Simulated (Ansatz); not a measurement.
System: trichloro(fluoro)germane, sum formula GeCl3F (charge 0, singlet). 
Coordinates optimised at B3LYP-D3(BJ)/def2-TZVP (Ansatz, an electronic-structure program):
```
Ge
F 1 1.7225
Cl 1 2.1238 2 107.60
Cl 1 2.1238 2 107.60 3 120.00
Cl 1 2.1238 2 107.60 3 -120.00
```

Basis-set convergence of Hartree-Fock and MP2 correlation energies (hartree) with Ansatz. Valence correlation only, unless marked. Spin-orbit coupling is left out. The frozen core is the preceding noble-gas configuration, with the filled d and f shells of earlier blocks. Non-relativistic.

```tsv
basis	functions	E(HF)	E(corr, MP2)
def2-SVP	100	-3552.69497	-0.67129
def2-TZVPP	205	-3553.56949	-0.92122
def2-QZVPP	356	-3553.65424	-1.01263
```

Extrapolating the two largest sets (X = 3 and 4) as X^-3: E(corr) = (64·(-1.01263) - 27·(-0.92122))/37 = -1.0793 Eh, an estimate of the basis-set limit. The largest set recovers 93.8 % of it, the smallest 62.2 %.
